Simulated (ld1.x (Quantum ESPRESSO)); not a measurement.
platinum (Pt): one change to a TM semilocal potential, before and after

- Element: platinum
- Generator: ld1.x (Quantum ESPRESSO) 7.5
- Type: norm-conserving Troullier–Martins (semilocal form)
- Functional: PBE
- Relativity: scalar-relativistic
- Frozen core: [Xe] 4f14
- Valence charge: 10
- Reference configuration: 5d9 6s0.75 6p0.25
- Partial waves: 6s (bound): rc 2.15 bohr; 5d (bound): rc 1.50 bohr; 6p (bound): rc 2.95 bohr
- Local potential: the p channel
- Core correction: none

All-electron outer shells of the reference configuration (PBE, scalar-relativistic, ld1.x):

```csv
shell,level (eV),outermost node (bohr),outermost maximum (bohr)
4f,-70.64,–,0.38
5p,-56.59,0.53,0.98
5d,-6.69,0.57,1.26
6s,-6.08,1.14,2.38
6p,-1.16,1.36,3.64
```

Change: wave 5d (bound): rc 1.50 bohr becomes 5d (bound): rc 2.22 bohr.

Cutoffs: the cutoffs (Ry, on a coarse ladder) from which the occupation-weighted sum of valence levels, in a spherical-Bessel basis at the reference potential, stays within 10 and 1 mRy of its value at 400 Ry; they do not see the model core or the augmentation charge, which bear on the density cutoff. Errors are all-electron minus pseudo energies relative to the spin-unpolarised reference configuration.

Problem. What does the change do?

Solution. The potential gets softer (40 Ry and 70 Ry → 40 Ry and 45 Ry); of the 7 tests that both files solve, the error grows in 1 and shrinks in 1 by more than 15 % and 0.3 meV (median size 0.9 → 0.8 meV); neither file shows a bound ghost. A larger radius leaves more room for a smooth pseudo-wave, so fewer plane waves are needed. A semilocal file is local in each channel, so a ghost entry of none says nothing of the separable form that plane-wave codes build from it.

| quantity | base | changed |
| --- | --- | --- |
| cutoff, loose | 40 Ry | 40 Ry |
| cutoff, tight | 70 Ry | 45 Ry |
| bound ghosts | none | none |
| error for 5d9 6s1 6p0, meV [ΔE -1.21 eV] | +0.6 | +0.6 |
| error for 5d9 6s0 6p0, meV [ΔE 7.98 eV] | +0.1 | +0.7 |
| error for 5d8 6s0 6p0, meV [ΔE 27.95 eV] | +26 | +21 |
| error for 5d10 6s0 6p0, meV [ΔE -1.23 eV] | -26 | -26 |
| error for 5d9 6s0.5 6p0, meV [ΔE 2.48 eV] | -0.9 | -0.8 |
| error for 5d9 6s0 6p1, meV [ΔE 3.84 eV] | 0.0 | +0.1 |
| error for 5d8 6s2 6p0, meV [ΔE -0.21 eV] | -30 | -28 |
| s: phases at 3.20 bohr within 0.05 rad from the reference energy up to (Ry; the scan ends near 5) | 1.8 | 1.8 |
| p: phases at 3.20 bohr within 0.05 rad from the reference energy up to (Ry; the scan ends near 5) | 2.4 | 2.4 |
| d: phases at 3.20 bohr within 0.05 rad from the reference energy up to (Ry; the scan ends near 5) | to the end of the scan | to the end of the scan |
